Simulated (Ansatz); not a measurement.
Geometry optimisation, Ansatz 0.2.0, RKS B3LYP-D4/def2-SVP.

The input (input.yaml):

```yaml
crystal:
  periodic: [false, false, false]
  atoms:
    - { symbol: Li, position_ang: [-1.08913, 1.49198, -2.81234] }
    - { symbol: C, position_ang: [-1.16558, 1.43264, -0.93491] }
    - { symbol: Si, position_ang: [-0.05644, 0.1202, -0.66641] }
    - { symbol: C, position_ang: [0.29733, -0.43737, 1.14522] }
    - { symbol: H, position_ang: [0.94385, -0.99412, -1.33163] }
    - { symbol: H, position_ang: [-0.58103, -0.79062, 1.69631] }
    - { symbol: H, position_ang: [0.73048, 0.38739, 1.71672] }
    - { symbol: H, position_ang: [1.03407, -1.24454, 1.15424] }
total_charge: -1
basis:
  gaussian: { orbitals: def2-SVP }
hamiltonian:
  xc: b3lyp
  dispersion: d4
relax:
  f_tol: 0.015
  max_steps: 40
output:
  orbitals: {}
```

Launched with:

```bash
$ ansatz run input.yaml --threads 1 --pin off --max-ram 2048MiB --backend cpu --events-out ev --progress --plain --runs-dir out
```

Q: Where does it end, and by what steps?

A: It converged. Limits of this set-up: an anion without diffuse functions, the dipole of an ion depends on the origin. After 23 steps the energy has fallen by 0.216 eV; Li1 moved furthest, 0.91 Å. Parted: Li1–Si3.

| step | energy less start (eV) | largest force component (eV/Å) | accepted |
| --- | --- | --- | --- |
| 0 | 0.0000 | 0.554 | yes |
| 1 | -0.0982 | 0.365 | yes |
| 2 | -0.1279 | 0.172 | yes |
| 3 | -0.1408 | 0.111 | yes |
| 4 | -0.1500 | 0.166 | yes |
| 5 | -0.1545 | 0.103 | yes |
| 6 | -0.1597 | 0.107 | yes |
| 7 | -0.1590 | 0.261 | no |
| 8 | -0.1597 | 0.097 | no |
| 9 | -0.1608 | 0.063 | yes |
| 10 | -0.1640 | 0.117 | yes |
| 11 | -0.1653 | 0.185 | yes |
| 12 | -0.1769 | 0.142 | yes |
| 13 | -0.1673 | 0.679 | no |
| 14 | -0.1850 | 0.057 | yes |
| 15 | -0.1932 | 0.111 | yes |
| 16 | -0.1943 | 0.452 | yes |
| 17 | -0.1972 | 0.275 | yes |
| 18 | -0.1771 | 0.983 | no |
| 19 | -0.2086 | 0.085 | yes |
| 20 | -0.2154 | 0.032 | yes |
| 21 | -0.2158 | 0.030 | yes |
| 22 | -0.2159 | 0.021 | yes |
| 23 | -0.2159 | 0.005 | yes |

```xyz
8
Properties=species:S:1:pos:R:3
Li -1.331 2.357 -2.661
C -0.663 1.150 -1.415
Si 0.020 -0.239 -0.698
C 0.345 -0.410 1.202
H 0.514 -1.581 -1.240
H -0.212 -1.255 1.648
H 0.024 0.519 1.702
H 1.416 -0.575 1.430
```

Whether the end is a true minimum wasn't checked by a vibrational analysis.

Run time: 4.1 min on 1 CPU thread of a shared host.
